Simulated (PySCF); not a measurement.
A structure optimised at ωB97X-D3(BJ)/def2-SVP, used in a PySCF frequency run:

```xyz
18

C      0.5279    -1.6873    -1.3306
N      0.4638    -0.4623    -0.5391
Si     1.8962     0.2524     0.1589
Si    -1.0777     0.2352    -0.1295
C     -1.9645    -0.6547     1.2605
N     -0.7014     1.8310     0.4324
H      1.4707    -1.7526    -1.8971
H     -0.2943    -1.7152    -2.0673
H      0.4497    -2.6018    -0.7129
H      1.8404     0.3591     1.6474
H      3.0278    -0.6612    -0.1936
H      2.2265     1.6025    -0.3894
H     -1.9277     0.1849    -1.3632
H     -1.3650    -0.6208     2.1849
H     -2.9519    -0.2098     1.4660
H     -2.1222    -1.7139     0.9999
H     -0.4083     2.5714    -0.1953
H     -1.1205     2.2014     1.2775
```
Charge 0, spin multiplicity 1.

Problem. Write its SMILES and formula.

Solution. CN([SiH3])[Si@@H](C)N, C2H12N2Si2

Problem. What are its rotational constants (standard atomic weights)?

Solution. 2.7897, 1.7352, 1.3144 GHz
